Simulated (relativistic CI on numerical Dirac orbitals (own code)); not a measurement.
Calculated levels, V3+

These numbers are calculated, not measured: Dirac-Coulomb-Breit CI, KLI orbitals optimised for each configuration, model QED (radiative potential, 1s self-energy scaled to tabulated hydrogen-like ionisation energies), valence Slater integrals scaled by 0.85, P86 correlation estimate, and configurations built on the next ion tied to the tabulated ionisation energy (semi-empirical) (own radial code, finite nucleus).

Configurations in the expansion (outside the closed core [Ne]): 3s²3p⁶3d², 3s²3p⁶3d4s, 3s²3p⁶3d4p, 3s²3p⁶3d4d, 3s²3p⁶3d5s, 3s²3p⁶3d4f, 3s²3p⁵3d³, 3s²3p⁶4s², 3s²3p⁶3d5p, 3s²3p⁶4s4p, 3s²3p⁶3d5d, 3s²3p⁶3d5f, 3s²3p⁶3d5g, 3s²3p⁴3d⁴, 3s²3p⁶4p², 3s²3p⁶4s4d, 3s3p⁶3d³, 3s²3p⁶4p4d. Levels of other configurations are missing.

The lowest level is 3s²3p⁶3d² ³F2, with 98 % of that term; Hund's rules for 3s²3p⁶3d² give ³F with J = 2, in agreement.

| No. | Configuration | Term | J | E (cm⁻¹) | % | Landé g | Lifetime (s) |
| --- | --- | --- | --- | --- | --- | --- | --- |
| 1 | 3s²3p⁶3d² | ³F | 2 | 0.0 | 98 | 0.666 |  |
| 2 | 3s²3p⁶3d² | ³F | 3 | 305.3 | 98 | 1.083 | 1.37e+03 |
| 3 | 3s²3p⁶3d² | ³F | 4 | 690.0 | 98 | 1.250 | 8.68e+02 |
| 4 | 3s²3p⁶3d² | ¹D | 2 | 10193.9 | 97 | 1.006 | 1.98e+01 |
| 5 | 3s²3p⁶3d² | ³P | 0 | 12367.1 | 98 |  | 2.59e+01 |
| 6 | 3s²3p⁶3d² | ³P | 1 | 12475.0 | 98 | 1.501 | 2.45e+01 |
| 7 | 3s²3p⁶3d² | ³P | 2 | 12677.6 | 97 | 1.494 | 2.31e+01 |
| 8 | 3s²3p⁶3d² | ¹G | 4 | 18346.0 | 98 | 1.000 | 2.39e+01 |
| 9 | 3s²3p⁶3d² | ¹S | 0 | 38765.3 | 97 |  | 1.33e-01 |
| 10 | 3s²3p⁶3d4s | ³D | 1 | 100637.6 | 100 | 0.498 | 2.97e-04 |
| 11 | 3s²3p⁶3d4s | ³D | 2 | 100842.0 | 99 | 1.166 | 2.97e-04 |
| 12 | 3s²3p⁶3d4s | ³D | 3 | 101203.7 | 100 | 1.334 | 2.96e-04 |
| 13 | 3s²3p⁶3d4s | ¹D | 2 | 104624.1 | 99 | 1.001 | 2.95e-04 |
| 14 | 3s²3p⁶3d4p | ¹D° | 2 | 148328.5 | 96 | 0.992 | 5.43e-10 |
| 15 | 3s²3p⁶3d4p | ³D° | 1 | 149692.6 | 99 | 0.501 | 2.90e-10 |
| 16 | 3s²3p⁶3d4p | ³D° | 2 | 149993.5 | 96 | 1.154 | 2.95e-10 |
| 17 | 3s²3p⁶3d4p | ³D° | 3 | 150393.3 | 95 | 1.322 | 2.97e-10 |
| 18 | 3s²3p⁶3d4p | ³F° | 2 | 150777.1 | 95 | 0.688 | 6.30e-10 |
| 19 | 3s²3p⁶3d4p | ³F° | 3 | 151255.3 | 95 | 1.095 | 6.17e-10 |
| 20 | 3s²3p⁶3d4p | ³F° | 4 | 151927.7 | 100 | 1.250 | 6.48e-10 |
| 21 | 3s²3p⁶3d4p | ³P° | 1 | 154893.8 | 98 | 1.493 | 3.80e-10 |
| 22 | 3s²3p⁶3d4p | ³P° | 0 | 154912.5 | 100 |  | 3.80e-10 |
| 23 | 3s²3p⁶3d4p | ³P° | 2 | 155030.0 | 99 | 1.498 | 3.82e-10 |
| 24 | 3s²3p⁶3d4p | ¹F° | 3 | 157087.1 | 99 | 1.001 | 2.55e-10 |
| 25 | 3s²3p⁶3d4p | ¹P° | 1 | 158713.8 | 98 | 1.005 | 3.48e-10 |
| 26 | 3s²3p⁶3d4d | ¹F | 3 | 218191.0 | 96 | 1.005 | 4.80e-10 |
| 27 | 3s²3p⁶3d4d | ³D | 1 | 218963.0 | 96 | 0.520 | 4.74e-10 |
| 28 | 3s²3p⁶3d4d | ³D | 2 | 219144.9 | 100 | 1.167 | 4.76e-10 |
| 29 | 3s²3p⁶3d4d | ³D | 3 | 219378.0 | 97 | 1.324 | 4.80e-10 |
| 30 | 3s²3p⁶3d4d | ³G | 3 | 219789.2 | 99 | 0.753 | 4.58e-10 |

Energies count from the lowest computed level; ° marks odd parity; lifetimes are radiative, by E1, M1, E2 decay to levels of this space only.

The mean weight of the leading LS term, summed over parents, in these 30 levels is 98 %, and that of the leading jj configuration (from the same eigenvectors) 67 %, so LS coupling describes them better.

Configurations that consist of the next ion and one excited electron were tied to the tabulated ionisation energy; Rydberg ones are usually within 1,000 to 3,000 cm⁻¹ and the lowest ones within about 6,000 (9,000 in d shells), while levels on excited terms of the next ion carry the error of that term, and the other configurations can be misplaced by 10,000 cm⁻¹ or more. Rates follow the energies as ν³ (E1, M1) or ν⁵ (E2), so rates, branching and lifetimes can be off by large factors. The fine structure of a lone outer electron comes out too small, for d and f at times inverted, and misplaced configurations move strength between like terms. 65 of the 66 excited levels that our extract of the measured tables holds in this range could be paired (the sources list more); they are missed by 2165 cm⁻¹ on average and 4441 at most, and levels without a partner can miss by more. Some levels of the ground configuration have no partner and can miss by 10 % or more.

Landé's interval rule says that E(J) − E(J−1) = AJ with one A. For the ground term the intervals give A = 101.8, 96.2 cm⁻¹ for J = 3, 4; the multiplet is regular.
